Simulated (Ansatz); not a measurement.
One change: `CB(N)O[SiH3]` becomes `CB(N)C[SiH3]`.

Ansatz, PBE0-D4/def2-TZVP geometries, multiplicity 1. Each molecule was computed in one conformer, which needn't be the lowest.

| property | `CB(N)O[SiH3]` |
| --- | --- |
| HOMO energy (PBE/def2-TZVPP) / eV | -6.38 |
| LUMO energy (PBE/def2-TZVPP) / eV | -0.45 |
| LUMO energy (PBE0/def2-TZVPP) / eV | 0.38 |
| HOMO–LUMO gap (ωB97M-V/def2-TZVPP) / eV | 12.00 |
| HOMO–LUMO gap (PBE0/def2-TZVPP) / eV | 8.16 |
| size of the dipole moment (B3LYP/def2-TZVPP) / D | 1.36 |

(1) What does the change do to each property? (An estimate is asked.)

Answers

(1) The calculation gave: 
```tsv
property	`CB(N)C[SiH3]`	shift
HOMO energy (PBE/def2-TZVPP) / eV	-6.64	-0.26
LUMO energy (PBE/def2-TZVPP) / eV	-0.25	0.20
LUMO energy (PBE0/def2-TZVPP) / eV	0.55	0.17
HOMO–LUMO gap (ωB97M-V/def2-TZVPP) / eV	12.19	0.19
HOMO–LUMO gap (PBE0/def2-TZVPP) / eV	8.52	0.36
size of the dipole moment (B3LYP/def2-TZVPP) / D	1.68	0.32
```

With PBE0 the HOMO falls by 0.19 eV and the LUMO rises by 0.17 eV, so the gap widens by about 0.36 eV. PBE moves the HOMO by -0.26 eV and ωB97M-V by -0.13 eV. The zero-point energy changes by 58.2 kJ/mol with +6 modes. Dipoles are sizes alone; their direction can turn.

B3LYP here is the variant with VWN-RPA as its local correlation; programs differ in this.
